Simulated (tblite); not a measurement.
A tight-binding relaxation on `[CH3][GeH2][CH2]C1=C(C#N)[C@@H]1Br`.

Computed with GFN2-xTB geometry optimisation, gas phase (tblite 0.8.0). Start geometry: from a force field or distance geometry. A driver script takes a list of jobs; this job's settings line and coordinates (Å) are shown.

Command:
```bash
OMP_NUM_THREADS=1 python probes_run.py task.json out
```

Input:
```
{"job": {"kind": "relax", "xc": "GFN2-xTB", "basis": "xTB"}, "charge": 0, "multiplicity": 1}
C     -2.269100    -0.171100     0.616900
Ge    -0.726600    -1.009300     1.410100
C      0.619600    -1.394600     0.056100
C      1.011400    -0.120800    -0.629600
C      1.520600     1.222400    -0.553100
C      2.007900     2.338800     0.193700
N      2.409400     3.242100     0.803300
C      1.183900     0.639500    -1.773900
Br    -0.486300     1.291900    -2.496100
H     -2.000700     0.832700     0.239300
H     -3.076700    -0.061500     1.380900
H     -2.652800    -0.798200    -0.217000
H     -0.118900    -0.063500     2.493800
H     -1.145500    -2.343300     2.089900
H      0.183200    -2.083100    -0.693500
H      1.497000    -1.851600     0.540700
H      2.036700     0.341600    -2.412500
```

Output:
```
step      E/eV     max force
  0    -698.76506    5.056
  1    -699.48433    3.029
  2    -699.67063    3.239
  3    -699.79731    0.926
  4    -699.85989    0.845
  5    -699.89541    3.042
  6    -699.93604    1.804
  7    -699.96091    0.635
  8    -699.97413    0.217
  9    -699.98326    0.356
... (90 lines left out)
100    -700.03254    0.046
101    -700.03267    0.040
102    -700.03282    0.031
103    -700.03293    0.029
104    -700.03302    0.037
105    -700.03307    0.024
106    -700.03311    0.014
107    -700.03313    0.017
108    -700.03314    0.016
109    -700.03316    0.010
```

«max force» is the largest atomic force in eV/Å.

Question: From which step on does the largest force stay under 0.1 eV/Å, and how much energy is left to gain from there?

Answer: From step 31 (0.084 eV/Å), 18.5 meV above the end.

Summary of the converged run: energy lowered by 29.2 kcal/mol over 109 steps; largest atomic force 0.010 eV/Å at the end.

Question: Where do the atoms end?

Answer: 0.313 Å rms from the input after alignment:
```
atom  x, y, z in Å
C1    -2.4008   -0.2383    0.5100
Ge2   -0.8346   -0.9911    1.4221
C3     0.7565   -1.2696    0.1966
C4     1.1363   -0.0621   -0.4859
C5     1.6797    1.1491   -0.4883
C6     2.3495    2.1858    0.1132
N7     2.9120    3.0597    0.6055
C8     1.0274    0.6910   -1.7485
Br9   -0.7136    1.4486   -2.3012
H10   -2.2329    0.8070    0.2630
H11   -3.2736   -0.2997    1.1550
H12   -2.6154   -0.7740   -0.4116
H13   -0.3640   -0.1138    2.5487
H14   -1.1002   -2.3640    1.9863
H15    0.5106   -2.0565   -0.5179
H16    1.5682   -1.6078    0.8435
H17    1.5878    0.4479   -2.6415
```

Hardware: an Arm Neoverse N1 with one thread, no GPU, shared host. Cost: 1.7 s.
Labels such as C1 count atoms from 1, the log's own numbers from 0.
